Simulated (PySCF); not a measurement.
A structure optimised at PBE-D3(BJ)/def2-SVP, used in a PySCF frequency run:

```
C
H 1 1.1114
O 1 1.4371 2 108.47
C 3 1.3947 1 104.78 2 -134.89
C 4 1.3453 3 108.62 1 12.57
F 5 1.3184 4 131.73 3 177.87
O 5 1.3669 6 115.67 4 178.66
H 4 1.0921 5 132.50 6 0.63
C 1 1.5189 2 112.16 3 123.24
H 9 1.1073 1 109.64 2 -60.49
H 9 1.1073 10 109.05 1 -120.83
H 9 1.1079 10 108.85 11 -118.92
```
Charge 0, spin multiplicity 1.

**Question.** Write its SMILES and formula.

**Answer.** C[C@H]1OC=C(F)O1, C4H5FO2

**Question.** What are its rotational constants (standard atomic weights)?

**Answer.** 5.3305, 2.2651, 1.8395 GHz
